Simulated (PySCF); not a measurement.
A calculated (UHF, PySCF 2.14, ANO-RCC-VTZP, the spin-free X2C one-electron Hamiltonian (Gaussian nucleus)) atom or ion has these occupied shells.

| shell | electrons | orbital energy (eV) | rms radius, mean of both spins (bohr) |
| --- | --- | --- | --- |
| 1s α | 1 | -7783.8 | 0.0649 |
| 1s β | 1 | -7783.7 | 0.0649 |
| 2s α | 1 | -975.57 | 0.276 |
| 2s β | 1 | -971.52 | 0.276 |
| 2p α | 3 | -833.13 | 0.249 |
| 2p β | 3 | -829.10 | 0.249 |
| 3s α | 1 | -139.15 | 0.829 |
| 3s β | 1 | -128.73 | 0.829 |
| 3p α | 3 | -96.455 | 0.879 |
| 3p β | 3 | -83.871 | 0.879 |
| 3d α | 5 | -28.004 | 1.10 |
| 3d β | 1 | -22.166 | 1.10 |
| 4s α | 1 | -11.504 | 2.95 |
| 4s β | 1 | -8.863 | 2.95 |
| 4p α | 1 | -5.871 | 3.70 |

(1) Name the element and its charge.

## Answers

(1) Co (cobalt, neutral), in [Ar] 3d6 4s2 4p1, one real determinant (an excited configuration).
